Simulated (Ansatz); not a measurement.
`BC([SiH3])C#C` + `C[SiH](C)O[SiH3]` → `BO[SiH](C)C` + `C#CC([SiH3])[SiH3]`  (redistribution)

Computed with Ansatz on PBE0-D4/def2-TZVP structures; ΔE is electronic, products minus reactants. CCSD(T)/CBS is the MP2 limit (def2-TZVPP, def2-QZVPP) plus CCSD(T) − MP2 in def2-TZVPP, frozen cores. Functionals use def2-TZVPP. Each species was taken in one conformer, which may not be the lowest.

`BC([SiH3])C#C`:

Cartesian coordinates in Å:
```
B -1.334 -0.078 1.045
C 0.097 0.259 0.587
Si -0.197 0.889 -1.210
C 1.064 -0.805 0.484
C 1.863 -1.695 0.360
H -1.750 -1.194 0.971
H -2.052 0.811 1.398
H 0.509 1.150 1.076
H -0.843 -0.173 -2.018
H 1.132 1.223 -1.773
H -1.057 2.099 -1.186
H 2.567 -2.487 0.267
```

`C[SiH](C)O[SiH3]`:

```xyz
15

C     1.635    0.885    1.188
Si    0.528    0.353   -0.207
C    -0.780    1.627   -0.578
O    -0.187   -1.064    0.226
Si   -1.045   -2.346   -0.298
H     2.388    0.122    1.399
H     1.058    1.054    2.100
H     2.156    1.813    0.937
H     1.340    0.110   -1.436
H    -1.398    1.820    0.302
H    -0.322    2.572   -0.885
H    -1.436    1.296   -1.387
H    -1.237   -3.281    0.838
H    -2.376   -1.914   -0.805
H    -0.324   -3.045   -1.396
```

`BO[SiH](C)C`:

Cartesian coordinates in Å:
```
B -1.059 -1.269 1.734
O -1.240 -0.374 0.751
Si -0.351 0.104 -0.577
C 1.261 -0.818 -0.683
C -0.101 1.940 -0.438
H -1.913 -1.374 2.570
H -0.062 -1.946 1.772
H -1.196 -0.211 -1.760
H 1.805 -0.508 -1.579
H 1.103 -1.897 -0.743
H 1.896 -0.617 0.184
H 0.515 2.187 0.431
H 0.399 2.330 -1.329
H -1.058 2.455 -0.334
```

`C#CC([SiH3])[SiH3]`:

Cartesian coordinates in Å:
```
C 0.347 -1.093 2.328
C -0.025 -0.446 1.385
C -0.421 0.300 0.216
Si 1.013 1.388 -0.366
Si -1.004 -0.889 -1.135
H 0.666 -1.659 3.170
H -1.262 0.965 0.450
H 1.424 2.307 0.725
H 0.570 2.183 -1.542
H 2.157 0.527 -0.755
H 0.123 -1.769 -1.535
H -2.130 -1.714 -0.630
H -1.457 -0.100 -2.312
```

| level | ΔE (kJ/mol) |
| --- | --- |
| PBE0 | -22.6 |
| MP2/CBS(def2) | -18.4 |

Task: What does CCSD(T)/CBS give? (Estimate.)

Result: Ansatz gave: -19.3 kJ/mol. The listed levels differ from it by -3.3, 0.9 kJ/mol.

Largest T1 diagnostic among the species: 0.013.

From PBE to PBE0 (25 % exact exchange), in def2-TZVPP and without D4, ΔE moves by +3.7 kJ/mol. In def2-TZVPP, CCSD(T) changes the Hartree–Fock value by −12.2 kJ/mol (the triples alone add −2.5 kJ/mol) and MP2 by −11.3 kJ/mol.
